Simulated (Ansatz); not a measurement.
One change: `C[N]=[Mo]([NH2])(=[N]C)[O]C` becomes `C[N]=[W]([NH2])(=[N]C)[O]C`.

Ansatz, PBE0-D4/def2-TZVP geometries, multiplicity 1. Each molecule was computed in one conformer, which needn't be the lowest.

Elements past krypton have def2 core potentials.

```csv
property,`C[N]=[Mo]([NH2])(=[N]C)[O]C`
LUMO energy (ωB97M-V/def2-TZVPP) / eV,1.19
HOMO–LUMO gap (PBE/def2-TZVPP) / eV,4.00
HOMO energy (PBE0/def2-TZVPP) / eV,-6.57
size of the dipole moment (B3LYP/def2-TZVPP) / D,1.85
HOMO energy (B3LYP/def2-TZVPP) / eV,-6.36
LUMO energy (PBE0/def2-TZVPP) / eV,-0.55
```

What does the change do to each property? (Estimate.)

Computed: 
```tsv
property	`C[N]=[W]([NH2])(=[N]C)[O]C`	shift
LUMO energy (ωB97M-V/def2-TZVPP) / eV	1.55	0.36
HOMO–LUMO gap (PBE/def2-TZVPP) / eV	4.43	0.43
HOMO energy (PBE0/def2-TZVPP) / eV	-6.49	0.08
size of the dipole moment (B3LYP/def2-TZVPP) / D	1.23	-0.62
HOMO energy (B3LYP/def2-TZVPP) / eV	-6.28	0.08
LUMO energy (PBE0/def2-TZVPP) / eV	0.02	0.57
```

With PBE0 the HOMO rises by 0.08 eV and the LUMO rises by 0.57 eV, so the gap widens by about 0.49 eV. PBE moves the HOMO by 0.08 eV and ωB97M-V by 0.07 eV. Dipoles are sizes alone; their direction can turn.

B3LYP here is the variant with VWN-RPA as its local correlation; programs differ in this.

Positive LUMOs are unbound, so they and the gaps depend on the basis.
